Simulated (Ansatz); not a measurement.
`C#[C][In]([Cl])[Cl]` and `[Cl][In]([Cl])[SeH]` differ in one atom or group.

Ansatz, PBE0-D4/def2-TZVP geometries, multiplicity 1. Each molecule was computed in one conformer, which needn't be the lowest.

Elements past krypton have def2 core potentials. Scalar relativity is left out up to krypton. Spin–orbit coupling is left out; it splits and shifts lone-pair levels of the heavy atoms by tenths of an eV.

| property | `C#[C][In]([Cl])[Cl]` |
| --- | --- |
| HOMO–LUMO gap (PBE0/def2-TZVPP) / eV | 6.78 |
| HOMO energy (PBE0/def2-TZVPP) / eV | -8.84 |
| HOMO energy (ωB97M-V/def2-TZVPP) / eV | -11.11 |
| LUMO energy (B3LYP/def2-TZVPP) / eV | -2.32 |
| HOMO–LUMO gap (PBE/def2-TZVPP) / eV | 4.78 |
| LUMO energy (ωB97M-V/def2-TZVPP) / eV | -0.37 |

(1) Give the same properties after the change, and the shifts. (Estimate.)

Results:

(1) The calculation gave: 
| property | `[Cl][In]([Cl])[SeH]` | shift |
| --- | --- | --- |
| HOMO–LUMO gap (PBE0/def2-TZVPP) / eV | 5.41 | -1.37 |
| HOMO energy (PBE0/def2-TZVPP) / eV | -7.92 | 0.92 |
| HOMO energy (ωB97M-V/def2-TZVPP) / eV | -10.06 | 1.05 |
| LUMO energy (B3LYP/def2-TZVPP) / eV | -2.80 | -0.48 |
| HOMO–LUMO gap (PBE/def2-TZVPP) / eV | 3.43 | -1.35 |
| LUMO energy (ωB97M-V/def2-TZVPP) / eV | -0.61 | -0.24 |

With PBE0 the HOMO rises by 0.92 eV and the LUMO falls by 0.45 eV, so the gap narrows by about 1.37 eV. PBE moves the HOMO by 0.83 eV and ωB97M-V by 1.05 eV. The zero-point energy changes by -26.7 kJ/mol with -3 modes.

B3LYP here is the variant with VWN-RPA as its local correlation; programs differ in this.
